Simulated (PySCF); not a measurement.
Dipole response of Hf²⁺ (hafnium, charge +2)

[Xe] 4f14 5d2, high-spin 3F determinant. Calculation: PySCF 2.14, in ANO-RCC-VTZP (8s7p5d3f2g1h, 104 functions); scalar relativity by spin-free X2C-1e. Coupled (time-dependent) response in atomic units; α is the mean over directions. The basis has no added diffuse functions, which lowers α and C₆.

```json
{"method": "PBE", "mean α (bohr³)": "13.51", "C₆ (like pair)": "65.37", "S(−4)": "222.1"}
```

S(−4) is the Cauchy moment in α(ω) = α(0) + S(−4) ω² + …

Spin-orbit coupling is absent.

α(iu) at PBE:

```csv
u (hartree),α(iu) (bohr³)
0,13.51
0.0500,12.99
0.100,11.76
0.200,9.205
0.300,7.545
0.500,5.836
0.750,4.693
1.00,3.895
1.50,2.783
2.00,2.073
3.00,1.285
5.00,0.6538
```

A single London oscillator, α(iu) = α/(1 + u²/ω²), gives C₆ = (3/4) ω α². Matching the computed C₆ needs ω = 4 × 65.37 / (3 × 13.51²) = 0.478 hartree.

For an ion, C₆ is the dispersion term alone; charge-induced terms of lower order in 1/R come first.

Spin-orbit coupling, absent here, splits the open shell strongly.
